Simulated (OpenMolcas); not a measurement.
## Pr3+: effect of the basis set

* Program: OpenMolcas
* Method: SS-CASPT2, IPEA 0.25 Eh, imaginary shift 0.1 Eh (closed shells correlated: 5s 5p)
* Active space: 2 electrons in 7 orbitals (4f)
* State averaging: 2S+1 = 3 even, 21 roots; 2S+1 = 1 even, 28 roots
* Spin-orbit coupling: RASSI with atomic mean-field integrals over the reference wave functions, term energies averaged over their components

A. ANO-R1 [7s5p3d2f], X2C, finite nucleus; CASPT2 step roughly 13 core-seconds
B. ANO-RCC-VDZP [7s6p4d2f1g], DKH2, point nucleus; CASPT2 step roughly 18 core-seconds
C. ANO-R2 [8s6p3d3f1g], X2C, finite nucleus; CASPT2 step about 29 core-seconds
D. ANO-RCC-VTZP [8s7p5d3f2g1h], DKH2, point nucleus; CASPT2 step roughly 50 core-seconds
E. ANO-R3 [9s7p4d5f3g1h], X2C, finite nucleus; CASPT2 step roughly 60 core-seconds
F. ANO-RCC-VQZP [9s8p6d4f3g2h], DKH2, point nucleus; CASPT2 step roughly 80 core-seconds

Energies in cm-1 above 4f2 3H4, the measured ground level; measured values from Martin, Zalubas and Hagan, Atomic Energy Levels: The Rare-Earth Elements, NSRDS-NBS 60 (1978).

| Level | A | B | C | D | E | F | Measured |
| --- | --- | --- | --- | --- | --- | --- | --- |
| 4f2 3H4 | 0.0 | 0.0 | 0.0 | 0.0 | 0.0 | 0.0 | 0.0 |
| 4f2 3H5 | 2340 | 2300 | 2310 | 2310 | 2320 | 2310 | 2152 |
| 4f2 3H6 | 4790 | 4710 | 4720 | 4710 | 4720 | 4720 | 4389 |
| 4f2 3F2 | 5890 | 5630 | 5380 | 5440 | 5020 | 5350 | 4997 |
| 4f2 3F3 | 7410 | 7120 | 6880 | 6940 | 6530 | 6870 | 6415 |
| 4f2 1D2 | 21460 | 20050 | 20170 | 19280 | 19040 | 18990 | 17334 |
| 4f2 1I6 | 26910 | 26060 | 25970 | 25620 | 25130 | 25360 | 22212 |
| 4f2 3P0 | 27140 | 25780 | 25720 | 24850 | 24490 | 24510 | 21390 |
| 4f2 3P1 | 27840 | 26480 | 26440 | 25560 | 25240 | 25230 | 22007 |
| 4f2 3P2 | 29100 | 27700 | 27680 | 26780 | 26470 | 26460 | 23161 |
| 4f2 1S0 | 55980 | 53100 | 51710 | 51420 | 48130 | 50450 |  |

Deviations, from unrounded energies. A percentage is the sum of absolute deviations over the sum of measured energies, with the sign that they share, or ± where signs differ.

```json
{"Against measurement": "mean absolute deviation (cm-1)", "Levels": "9", "A": "3200", "B": "2400", "C": "2400", "D": "1900", "E": "1700", "F": "1700"}
{"Against measurement": "fine structure of the ground term (%)", "Levels": "2", "A": "+9.0", "B": "+7.2", "C": "+7.5", "D": "+7.4", "E": "+7.6", "F": "+7.5"}
{"Against measurement": "other terms of the ground configuration (%)", "Levels": "7", "A": "+24.0", "B": "+18.1", "C": "+17.6", "D": "+14.4", "E": "+12.3", "F": "+13.0"}
```

E lies closest to measurement on these levels and A furthest from it. The largest miss of E in the table is 4f2 3P2, by +3300 cm-1. The ranking rests on the paired levels alone, and a cruder setting can come out closer through cancelling errors.

The two smallest mean deviations differ by little beside CASPT2's spread within terms, so their order carries little weight.

Among A to F the level of the table that moves most is 4f2 1S0, by 7800 cm-1 (lowest in E, highest in A). Moves below CASPT2's spread within the term are not significant.

Term energies are means over components that CASPT2 splits; among the terms shown or strongly mixed into the levels shown the widest spread is 980 cm-1 (4f2 1I, B). Over all roots computed the reference weight is 0.89 to 0.96 in A, 0.87 to 0.95 in C, 0.86 to 0.94 in E; the roots of lowest weight are the least certain, and an intruder state may touch them. Some levels mix across a computed gap that differs much from the measured one, so their mixing is not that of the real levels (holds for A; B). Some terms miss by over 15 % even with CASPT2, which points to a basis or an active space too small for the shells correlated (holds for A; B; C; D). The basis is small and was not contracted for so high a charge (holds for A; B). The CASPT2 spread within a term exceeds the gap to the next term for 4f2 1I and 4f2 3P, so the order of their levels is uncertain (holds for B; D; F). Computed and measured levels are paired by configuration, term and J; levels that our copy of the source lacks, or whose pairing is in doubt (as where it misses far off the trend of its configuration), stay unpaired and out of the deviations. Levels of configurations outside the active space are missing. Levels that lie high or do not pair safely by name in every column are left out.
